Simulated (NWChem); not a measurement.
System: CH₆O₂Si₂; SMILES [SiH2](C(=O)[SiH3])O

Here is an NWChem input.

```
start job
memory heap 200 mb stack 900 mb global 1100 mb
geometry units angstroms noautosym nocenter noautoz
  O     -1.475184     0.104163    -0.444356
  C     -0.302322     0.343038    -0.140574
  Si     0.284921     2.203522    -0.065684
  Si     0.754897    -1.266035     0.214191
  O     -0.396417    -2.452423    -0.041767
  H      1.737297     2.275959     0.320232
  H     -0.557774     2.920473     0.950983
  H      0.078096     2.815334    -1.422396
  H      1.281713    -1.241790     1.623308
  H      1.915221    -1.346650    -0.740211
  H     -1.226130    -1.976491    -0.285283
end
basis spherical
  * library 6-31g*
end
dft
  xc hfexch
  iterations 150
  mulliken
end
task dft energy
esp
  recalculate
  probe 0.07
  range 0.3
  factor 1.0
  spacing 0.02
end
task esp
```

Parts of the log:

```
             Northwest Computational Chemistry Package (NWChem) 7.3.0
             --------------------------------------------------------

                             Geometry "geometry" -> ""
                             -------------------------

 Output coordinates in angstroms (scale by  1.889725989 to convert to a.u.)

  No.       Tag          Charge          X              Y              Z
 ---- ---------------- ---------- -------------- -------------- --------------
    1 O                    8.0000    -1.47518400     0.10416300    -0.44435600
    2 C                    6.0000    -0.30232200     0.34303800    -0.14057400
    3 Si                  14.0000     0.28492100     2.20352200    -0.06568400
    4 Si                  14.0000     0.75489700    -1.26603500     0.21419100
    5 O                    8.0000    -0.39641700    -2.45242300    -0.04176700
    6 H                    1.0000     1.73729700     2.27595900     0.32023200
    7 H                    1.0000    -0.55777400     2.92047300     0.95098300
    8 H                    1.0000     0.07809600     2.81533400    -1.42239600
    9 H                    1.0000     1.28171300    -1.24179000     1.62330800
   10 H                    1.0000     1.91522100    -1.34665000    -0.74021100
   11 H                    1.0000    -1.22613000    -1.97649100    -0.28528300

 Effective nuclear repulsion energy (a.u.)     273.8243617526

  xc_inp: hfexch multiplicative factor not found.

                                 NWChem DFT Module
                                 -----------------

 Summary of "ao basis" -> "ao basis" (spherical)
 ------------------------------------------------------------------------------
       Tag                 Description            Shells   Functions and Types
 ---------------- ------------------------------  ------  ---------------------
 O                           6-31g*                  6       14   3s2p1d
 C                           6-31g*                  6       14   3s2p1d
 Si                          6-31g*                  8       18   4s3p1d
 H                           6-31g*                  2        2   2s

            General Information
            -------------------
          SCF calculation type: DFT
          Wavefunction type:  closed shell.
          No. of atoms     :    11
          No. of electrons :    56
           Alpha electrons :    28
            Beta electrons :    28
          Charge           :     0
          Spin multiplicity:     1
          Use of symmetry is: off; symmetry adaption is: off
          Maximum number of iterations: 150
          AO basis - number of functions:    90
                     number of shells:    46
          Convergence on energy requested:  1.00D-06
          Convergence on density requested:  1.00D-05
          Convergence on gradient requested:  5.00D-04

              XC Information
              --------------
                     Hartree-Fock (Exact) Exchange  1.000

      Superposition of Atomic Density Guess
      -------------------------------------

 Sum of atomic energies:        -767.79296889

      Non-variational initial energy
      ------------------------------

 Total energy =    -769.310579
 1-e energy   =   -1606.128119
 2-e energy   =     562.993178
 HOMO         =      -0.233636
 LUMO         =      -0.065869

     ---------------------------------------------
      Total Density - Mulliken Population Analysis
     ---------------------------------------------

    Atom       Charge   Shell Charges
 -----------   ------   -------------------------------------------------------
    1 O    8     8.78   2.00  0.96  3.04  0.94  1.83  0.02
    2 C    6     5.59   2.00  0.72  1.47  0.65  0.69  0.06
    3 Si  14    13.67   2.00  2.00  5.97  1.00  1.72  0.31  0.56  0.10
    4 Si  14    13.16   2.00  2.00  5.97  0.93  1.47  0.26  0.37  0.16
    5 O    8     9.06   2.00  0.93  3.14  0.92  2.05  0.01
    6 H    1     1.06   0.46  0.60
    7 H    1     1.04   0.46  0.58
    8 H    1     1.04   0.46  0.58
    9 H    1     1.07   0.46  0.61
   10 H    1     1.07   0.46  0.61
   11 H    1     0.45   0.34  0.11

   convergence    iter        energy       DeltaE   RMS-Dens  Diis-err
 ---------------- ----- ----------------- --------- --------- ---------
 d= 0,ls=0.0,diis     1   -768.7714866509 -1.04D+03  9.77D-03  1.01D+00
 d= 0,ls=0.0,diis     2   -768.8502446006 -7.88D-02  4.29D-03  5.99D-01
 d= 0,ls=0.0,diis     3   -768.9086069926 -5.84D-02  1.42D-03  1.08D-02
 d= 0,ls=0.0,diis     4   -768.9111518727 -2.54D-03  5.04D-04  2.44D-03
 d= 0,ls=0.0,diis     5   -768.9115270239 -3.75D-04  2.38D-04  1.88D-04
  Resetting Diis
 d= 0,ls=0.0,diis     6   -768.9116003093 -7.33D-05  1.23D-04  5.20D-05
 d= 0,ls=0.0,diis     7   -768.9116180103 -1.77D-05  2.39D-05  4.79D-06
 d= 0,ls=0.0,diis     8   -768.9116191647 -1.15D-06  1.06D-05  1.13D-06
 d= 0,ls=0.0,diis     9   -768.9116195290 -3.64D-07  1.48D-05  7.32D-07
 d= 0,ls=0.0,diis    10   -768.9116197586 -2.30D-07  2.67D-06  3.18D-08

         Total DFT energy =     -768.911619758592
      One electron energy =    -1608.853563476573
           Coulomb energy =      630.666711103848
    Exchange-Corr. energy =      -64.549129138467
 Nuclear repulsion energy =      273.824361752601

 Numeric. integr. density =        0.000000000000

                       DFT Final Molecular Orbital Analysis
                       ------------------------------------

 Vector   26  Occ=2.000000D+00  E=-4.926165D-01
              MO Center= -3.0D-01,  2.1D+00, -2.2D-01, r^2= 3.4D+00
   Bfn.  Coefficient  Atom+Function         Bfn.  Coefficient  Atom+Function
  ----- ------------  ---------------      ----- ------------  ---------------
    37      0.348778   3 Si pz               82      0.265915   7 H  s
    84     -0.265885   8 H  s                 5     -0.228553   1 O  pz
    81      0.212631   7 H  s                83     -0.212609   8 H  s
     9     -0.169915   1 O  pz               33     -0.140894   3 Si pz
    19     -0.113531   2 C  pz               35     -0.093472   3 Si px

 Vector   27  Occ=2.000000D+00  E=-4.629534D-01
              MO Center=  7.3D-01, -1.7D+00,  2.3D-01, r^2= 2.8D+00
   Bfn.  Coefficient  Atom+Function         Bfn.  Coefficient  Atom+Function
  ----- ------------  ---------------      ----- ------------  ---------------
    69      0.381508   5 O  pz               73      0.323084   5 O  pz
    86     -0.312327   9 H  s                88      0.312326  10 H  s
    55     -0.255540   4 Si pz               85     -0.194866   9 H  s
    87      0.194867  10 H  s                67     -0.102260   5 O  px
    51      0.100791   4 Si pz               63      0.095912   4 Si d  1

 Vector   28  Occ=2.000000D+00  E=-3.740256D-01
              MO Center= -4.0D-01,  2.9D-01, -1.7D-01, r^2= 2.9D+00
   Bfn.  Coefficient  Atom+Function         Bfn.  Coefficient  Atom+Function
  ----- ------------  ---------------      ----- ------------  ---------------
     4      0.404642   1 O  py                8      0.362325   1 O  py
    18     -0.317532   2 C  py               36      0.279254   3 Si py
    22     -0.235126   2 C  py               54      0.236179   4 Si py
    53     -0.154195   4 Si px               34     -0.146565   3 Si s
    52      0.118059   4 Si s                32     -0.107024   3 Si py

 Vector   29  Occ=0.000000D+00  E= 7.375698D-02
              MO Center= -2.4D-01,  5.7D-01, -1.3D-01, r^2= 3.4D+00
   Bfn.  Coefficient  Atom+Function         Bfn.  Coefficient  Atom+Function
  ----- ------------  ---------------      ----- ------------  ---------------
    41      0.519195   3 Si pz               82     -0.431425   7 H  s
    84      0.431407   8 H  s                 9     -0.404266   1 O  pz
    23      0.397069   2 C  pz                5     -0.317822   1 O  pz
    19      0.293660   2 C  pz               59      0.259069   4 Si pz
    86     -0.240348   9 H  s                88      0.240332  10 H  s

[...]

                     NWChem Electrostatic Potential Fit Module
                     -----------------------------------------

 Atom parameters

 Number of atoms is                                   11
 Number of basis functions is                         90

 Grid parameters

 Maximum number of grid points is                  48580
 Number of grid points is                          48579
 Grid range                                     0.300000 nm
 Grid spacing                                   0.020000 nm
 Probe radius                                   0.070000 nm
 Atom radius factor                             1.000000

 Atomic radii

    1    0.100000
    6    0.147000
    8    0.136000
   14    0.187000
 FASTESP  F
  using M.O. file = ./job.movecs

    Atom              Coordinates                           Charge

                                                  ESP

    1 O    -0.147518    0.010416   -0.044436   -0.435005
    2 C    -0.030232    0.034304   -0.014057    0.160392
    3 Si    0.028492    0.220352   -0.006568    0.424934
    4 Si    0.075490   -0.126604    0.021419    0.836743
    5 O    -0.039642   -0.245242   -0.004177   -0.708154
    6 H     0.173730    0.227596    0.032023   -0.137263
    7 H    -0.055777    0.292047    0.095098   -0.089764
    8 H     0.007810    0.281533   -0.142240   -0.090046
    9 H     0.128171   -0.124179    0.162331   -0.178136
   10 H     0.191522   -0.134665   -0.074021   -0.178193
   11 H    -0.122613   -0.197649   -0.028528    0.394492
                                            ------------
                                               -0.000000

 Dipole moment                                  1.159801

 Quadrupole moment Qxx                         -1.109176
                   Qyy                         -2.999452
                   Qzz                          4.108628

 RMS deviation kJ/mol                           0.057545

 RRMS %                                        25.755339
```

Level: Hartree-Fock/6-31G* (spherical d). Structure relaxed at the PBE-D3(BJ)/def2-SVP level.
